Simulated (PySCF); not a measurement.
C6H4F2.
SMILES: `Fc1ccc(F)cc1`

Method: PBE0-D3(BJ)/def2-SVP geometry optimisation, gas phase (PySCF).

Take the most abundant isotopes and a rigid rotor. 

Problem. What are A, B and C (cm⁻¹)?

Solution. Ia = 89.16, Ib = 353.78, Ic = 442.94 u·Å²; 505379 MHz·u·Å²/I gives 5668, 1428 and 1141 MHz, that is A = 0.18907, B = 0.04765, C = 0.03806 cm⁻¹.

Problem. Classify the top.

Solution. An asymmetric top: κ = (2 × 1428 − 5668 − 1141)/(5668 − 1141) = -0.87.

Problem. Is it planar, by Δ = Ic − Ia − Ib?

Solution. Planar: Δ = Ic − Ia − Ib = 0.00 u·Å². For a rigid frame Δ = −2 Σ m c², so it vanishes when all atoms lie in the ab plane; here none is more than 0.01 Å from it.

Problem. Where do the levels up to J = 4 lie, in MHz?

Solution. Above 0(0,0):
J = 1: 1(0,1) 2569, 1(1,1) 6809, 1(1,0) 7097
J = 2: 2(0,2) 7694, 2(1,2) 11661, 2(1,1) 12523, 2(2,1) 25242, 2(2,0) 25256
J = 3: 3(0,3) 15346, 3(1,3) 18929, 3(1,2) 20654, 3(2,2) 32951, 3(2,1) 33021, 3(3,1) 54877, 3(3,0) 54877
J = 4: 4(0,4) 25485, 4(1,4) 28605, 4(1,3) 31477, 4(2,3) 43218, 4(2,2) 43427, 4(3,2) 65182, 4(3,1) 65185, 4(4,1) 95842, 4(4,0) 95842
Those of J = 1 are B + C, A + C and A + B.

The point group D2h allows no dipole (computed: 0.00 D), so a rigid rotor has no electric-dipole lines.

No PBE0-D3(BJ)/def2-SVP frequencies stand behind this structure, so it isn't proved a minimum. Constants of a rigid frame at the computed geometry: no zero-point averaging, no centrifugal distortion.

On an Arm Neoverse V2 with one thread (shared host), this took 29 s. This is the geometry optimisation.
